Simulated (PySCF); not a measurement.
C₄H₇ClSi.
Atom-mapped SMILES: `[Cl:1][CH2:2]/[CH:3]=[C:4]1/[CH2:5][SiH2:6]1` (hydrogens: H7, H8 on C2; H9 on C3; H10, H11 on C5; H12, H13 on Si6)

Structure used (GFN2-xTB), in Å, numbered top down from 1:
```
atom  x, y, z in Å
Cl1    2.9260    0.0641    1.4823
C2     2.0780    0.2167   -0.1017
C3     0.8921   -0.6803   -0.1276
C4    -0.3456   -0.2329   -0.0661
C5    -1.7348   -0.8046   -0.0552
Si6   -1.6427    1.0909    0.0471
H7     1.7878    1.2627   -0.1958
H8     2.8162   -0.0502   -0.8581
H9     1.1068   -1.7435   -0.1671
H10   -1.9903   -1.4001    0.8125
H11   -2.0470   -1.2993   -0.9666
H12   -1.8917    1.7256    1.3279
H13   -1.9591    1.8511   -1.1495
```

Computed, not measured: TDDFT CAM-B3LYP/def2-SVPD, vertical, gas phase, core orbitals frozen in the response (PySCF 2.14.0, density-fitted response routines).

Ground-to-excited transition dipoles (e·a0, same axes as the geometry; the sign carries no meaning), for the states with f of 0.002 or more among the lowest 8:

```
state  E (eV)      μx      μy      μz
   S2   6.111  -0.659   0.139  -0.187
   S3   6.332   1.653  -0.595   0.101
   S4   6.584  -0.206  -0.583  -0.036
   S5   6.625   0.075   0.495   0.110
   S6   6.720  -0.217   0.049   0.038
   S7   6.944   0.324  -0.224   0.115
   S8   7.079   0.365   0.247   0.065
```

Task: What oscillator strength does each state have?

Result: f = (2/3) ΔE |μ|² with ΔE in hartree (27.2114 eV).

| state | \|μ\|² (au) | \|μ\| (D) | f |
| --- | --- | --- | --- |
| S2 | 0.488 | 1.78 | 0.073 |
| S3 | 3.097 | 4.47 | 0.480 |
| S4 | 0.384 | 1.57 | 0.062 |
| S5 | 0.262 | 1.30 | 0.043 |
| S6 | 0.051 | 0.57 | 0.008 |
| S7 | 0.168 | 1.04 | 0.029 |
| S8 | 0.198 | 1.13 | 0.034 |

Task: Which bond between heavy atoms lies closest to the direction of the S3 transition dipole?

Result: C3–C4, at 6° from it; next C4–Si6 at 27°.

Task: What angle do the transition dipoles of S4 and S7 make?

Result: |cos θ| = |μa·μb| / (|μa| |μb|) = 0.23, so θ ≈ 76° (taken between 0 and 90°, since the signs are arbitrary).

Task: How is the summed strength of these states shared among x, y and z?

Result: (2/3) Σ ΔE μα² gives 0.545 for x, 0.172 for y and 0.012 for z, 0.729 in all.

Task: What peak molar absorption coefficient would the strongest computed level give as a lone Gaussian band 0.5 eV wide at half height?

Result: ε(max) = 2.175×10⁸ f / FWHM, with the width in cm⁻¹. S3: 2.175×10⁸ × 0.4804 / 4033 ≈ 26000 L mol⁻¹ cm⁻¹.

One conformer stands for the species.
